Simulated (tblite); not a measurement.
Parent: `[F:1][c:2]1[cH:3][cH:4][cH:5][cH:6][p:7]1`, C5H4FP.

Computed geometry: GFN2-xTB, gas phase. One conformer each, not checked by frequencies here.

```csv
coordinate of the parent,value
F1–C2,1.356 Å
C2–C3,1.377 Å
C3–C4,1.385 Å
C4–C5,1.386 Å
C5–C6,1.379 Å
C6–P7,1.734 Å
C2–P7,1.741 Å
F1–C2–C3,116.9°
F1–C2–P7,115.5°
C3–C2–P7,127.6°
C2–C3–C4,122.1°
C3–C4–C5,122.4°
C4–C5–C6,123.5°
C5–C6–P7,126.5°
C2–P7–C6,97.9°
```

Q: How does the shared frame change in `[F:1][C:2]([F:3])([F:4])[c:5]1[cH:6][cH:7][cH:8][cH:9][p:10]1`, C6H4F3P? Atoms pair as C2 = C5, C3 = C6, C4 = C7, C5 = C8, C6 = C9, P7 = P10 (parent first).

A: 
```
  parent   relative  value in the relative  change
   C2–C3      C5–C6                1.385 Å  +0.008
   C3–C4      C6–C7                1.383 Å  -0.002
   C4–C5      C7–C8                1.388 Å  +0.002
   C5–C6      C8–C9                1.378 Å  -0.001
   C6–P7     C9–P10                1.735 Å  +0.001
   C2–P7     C5–P10                1.743 Å  +0.002
C3–C2–P7  C6–C5–P10                 126.4°    -1.2
C2–C3–C4   C5–C6–C7                 122.9°    +0.8
C3–C4–C5   C6–C7–C8                 122.3°    -0.1
C4–C5–C6   C7–C8–C9                 123.6°    +0.1
C5–C6–P7  C8–C9–P10                 126.2°    -0.3
C2–P7–C6  C5–P10–C9                  98.7°    +0.8
```

Of the parent's bonds, C2–C3 changes most (+0.008 Å). Bonds of the relative outside the shared frame: F1–C2 1.342, C2–F3 1.348, C2–F4 1.345, C2–C5 1.496 Å. Point group Cs → C1.

Q: How does the shared frame change in `[Cl:1][c:2]1[cH:3][cH:4][cH:5][cH:6][p:7]1`, C5H4ClP? Atoms pair as C2 = C2, C3 = C3, C4 = C4, C5 = C5, C6 = C6, P7 = P7 (parent first).

A: 
```csv
parent,relative,value in the relative,change
C2–C3,C2–C3,1.380 Å,+0.003
C3–C4,C3–C4,1.385 Å,0.000
C4–C5,C4–C5,1.386 Å,0.000
C5–C6,C5–C6,1.378 Å,-0.001
C6–P7,C6–P7,1.734 Å,0.000
C2–P7,C2–P7,1.744 Å,+0.003
C3–C2–P7,C3–C2–P7,126.5°,-1.1
C2–C3–C4,C2–C3–C4,122.6°,+0.5
C3–C4–C5,C3–C4–C5,122.7°,+0.3
C4–C5–C6,C4–C5–C6,123.3°,-0.2
C5–C6–P7,C5–C6–P7,126.2°,-0.3
C2–P7–C6,C2–P7–C6,98.7°,+0.8
```

No shared bond changes by more than 0.004 Å. Bonds of the relative outside the shared frame: Cl1–C2 1.737 Å. Point group Cs → Cs.

Q: How does the shared frame change in `[F:1][c:2]1[cH:3][cH:4][cH:5][c:6]([F:7])[p:8]1`, C5H3F2P? Atoms pair as F1 = F1, C2 = C2, C3 = C3, C4 = C4, C5 = C5, C6 = C6, P7 = P8 (parent first).

A: 
```tsv
parent	relative	value in the relative	change
F1–C2	F1–C2	1.352 Å	-0.004
C2–C3	C2–C3	1.378 Å	+0.001
C3–C4	C3–C4	1.385 Å	0.000
C4–C5	C4–C5	1.385 Å	-0.001
C5–C6	C5–C6	1.378 Å	-0.001
C6–P7	C6–P8	1.743 Å	+0.009
C2–P7	C2–P8	1.743 Å	+0.002
F1–C2–C3	F1–C2–C3	116.9°	0.0
F1–C2–P7	F1–C2–P8	114.6°	-0.9
C3–C2–P7	C3–C2–P8	128.5°	+0.9
C2–C3–C4	C2–C3–C4	122.2°	+0.1
C3–C4–C5	C3–C4–C5	122.4°	0.0
C4–C5–C6	C4–C5–C6	122.2°	-1.3
C5–C6–P7	C5–C6–P8	128.5°	+2.0
C2–P7–C6	C2–P8–C6	96.1°	-1.8
```

Of the parent's bonds, C6–P7 changes most (+0.009 Å). Bonds of the relative outside the shared frame: C6–F7 1.353 Å. Point group Cs → C2v.

Q: How does the shared frame change in `[F:1][c:2]1[cH:3][cH:4][cH:5][c:6]([C:7]([F:8])([F:9])[F:10])[p:11]1`, C6H3F4P? Atoms pair as F1 = F1, C2 = C2, C3 = C3, C4 = C4, C5 = C5, C6 = C6, P7 = P11 (parent first).

A: 
```json
{"parent": "F1–C2", "relative": "F1–C2", "value in the relative": "1.351 Å", "change": "-0.005"}
{"parent": "C2–C3", "relative": "C2–C3", "value in the relative": "1.377 Å", "change": "0.000"}
{"parent": "C3–C4", "relative": "C3–C4", "value in the relative": "1.386 Å", "change": "+0.001"}
{"parent": "C4–C5", "relative": "C4–C5", "value in the relative": "1.383 Å", "change": "-0.003"}
{"parent": "C5–C6", "relative": "C5–C6", "value in the relative": "1.385 Å", "change": "+0.006"}
{"parent": "C6–P7", "relative": "C6–P11", "value in the relative": "1.742 Å", "change": "+0.008"}
{"parent": "C2–P7", "relative": "C2–P11", "value in the relative": "1.745 Å", "change": "+0.004"}
{"parent": "F1–C2–C3", "relative": "F1–C2–C3", "value in the relative": "117.0°", "change": "+0.1"}
{"parent": "F1–C2–P7", "relative": "F1–C2–P11", "value in the relative": "114.6°", "change": "-0.9"}
{"parent": "C3–C2–P7", "relative": "C3–C2–P11", "value in the relative": "128.4°", "change": "+0.8"}
{"parent": "C2–C3–C4", "relative": "C2–C3–C4", "value in the relative": "122.2°", "change": "+0.1"}
{"parent": "C3–C4–C5", "relative": "C3–C4–C5", "value in the relative": "122.3°", "change": "-0.1"}
{"parent": "C4–C5–C6", "relative": "C4–C5–C6", "value in the relative": "123.0°", "change": "-0.5"}
{"parent": "C5–C6–P7", "relative": "C5–C6–P11", "value in the relative": "127.5°", "change": "+1.0"}
{"parent": "C2–P7–C6", "relative": "C2–P11–C6", "value in the relative": "96.7°", "change": "-1.2"}
```

Of the parent's bonds, C6–P7 changes most (+0.008 Å). Bonds of the relative outside the shared frame: C6–C7 1.498, C7–F8 1.345, C7–F9 1.342, C7–F10 1.345 Å. Point group Cs → Cs.
